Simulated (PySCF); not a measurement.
H₈N₂OSi₂, SMILES [SiH2](N[SiH2]O)N.

The structure is a stationary point at PBE-D3(BJ)/def2-SVP. This is a generated structure with no PubChem entry under its InChIKey; it may be hypothetical. One conformer was computed; it need not be the lowest.

Vertical ionisation energy (IE) and electron affinity (EA) in eV. Rows of orbital energies are one-electron estimates. Where ΔSCF, EOM or ADC give a negative EA the extra electron is unbound and the value depends on the basis.

```json
[
 {"level": "−ε(HOMO), −ε(LUMO), HF/def2-TZVP (PySCF)", "IE": "10.83", "EA": "-2.89"},
 {"level": "−ε(HOMO), −ε(LUMO), PBE/def2-TZVP (PySCF)", "IE": "6.01", "EA": "0.58"}
]
```
